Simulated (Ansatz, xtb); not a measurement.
## Two conformers of C2H8InN

We compare I, `C[CH2][InH][NH2]`, a singlet, with II, `C[CH2][InH][NH2]`, a singlet. Both are isolated molecules in the gas phase, relaxed with PBE0-D4/def2-SVP.

I (Å):

```xyz
12

C     0.7997    1.7408    0.6042
C     0.7218    0.3280    0.0392
In    0.0005   -1.1866    1.4187
N     0.4945   -3.1000    0.9815
H     1.1543    2.4652   -0.1495
H    -0.1802    2.0997    0.9578
H     1.4901    1.8073    1.4603
H     0.0493    0.2922   -0.8350
H     1.7055   -0.0119   -0.3242
H    -0.9445   -1.0071    2.8557
H     1.0421   -3.3864    0.1786
H     0.2096   -3.9046    1.5275
```

II (Å):

```xyz
12

C    -1.1182    1.8214   -1.5180
C     0.4019    1.9118   -1.4790
In    1.3624    0.1544   -0.6423
N     0.0483   -1.2765   -0.0702
H    -1.5740    2.7301   -1.9481
H    -1.5495    1.6915   -0.5123
H    -1.4651    0.9702   -2.1257
H     0.7346    2.7801   -0.8862
H     0.8184    2.0629   -2.4889
H     3.0218   -0.2393   -0.3791
H    -0.9577   -1.1946   -0.1599
H     0.3008   -2.1669    0.3419
```

**Question.** Estimate which is lower in electronic energy at CCSD(T)/def2-SVP + ΔMP2/def2-TZVPP, and by roughly how much.

**Answer.** CCSD(T)/def2-SVP + ΔMP2/def2-TZVPP gives E(II) − E(I) = −0.61 kcal/mol, slightly favouring structure II, which is too small a margin to settle the true order.

The same difference at several levels:

| level | geometry | E(II) − E(I) (kcal/mol) | departure from the last row (kcal/mol) | job, with rough time for the two |
| --- | --- | --- | --- | --- |
| PBE0-D4/def2-SVP | PBE0-D4/def2-SVP | −0.46 | +0.15 | optimisation, 84 s |
| HF/def2-SVP | PBE0-D4/def2-SVP | +0.08 | +0.69 | part of the CCSD(T) run |
| MP2/def2-SVP | PBE0-D4/def2-SVP | −0.32 | +0.29 | part of the CCSD(T) run |
| CCSD(T)/def2-SVP | PBE0-D4/def2-SVP | −0.29 | +0.32 | single point |
| CCSD(T)/def2-SVP + ΔMP2/def2-TZVPP | PBE0-D4/def2-SVP | −0.61 |  | single point, 23 s |

The largest departure from CCSD(T)/def2-SVP + ΔMP2/def2-TZVPP is that of HF/def2-SVP, 0.69 kcal/mol. Levels run at GFN2-xTB geometries aren't shown. The last row adds to CCSD(T) the change of the MP2 difference between the two basis sets, here −0.32 kcal/mol.

With harmonic frequencies from PBE0-D4/def2-SVP (ideal gas, rigid rotor, one conformer each, 298.15 K, 1 atm): on the last row, ΔE + ΔZPE = −0.53 kcal/mol. A mode under 50 cm⁻¹ makes harmonic enthalpies and free energies unreliable, so none is given.

The correlated steps freeze 7 core orbitals; the filled d shell of In is correlated, in a basis made for valence electrons. Atoms past krypton carry core potentials in the def2 sets and no spin–orbit term is included. Programs: Ansatz 0.2.0; the last row on 2 threads of Intel(R) Xeon(R) 6975P-C (Granite Rapids) on a shared host.
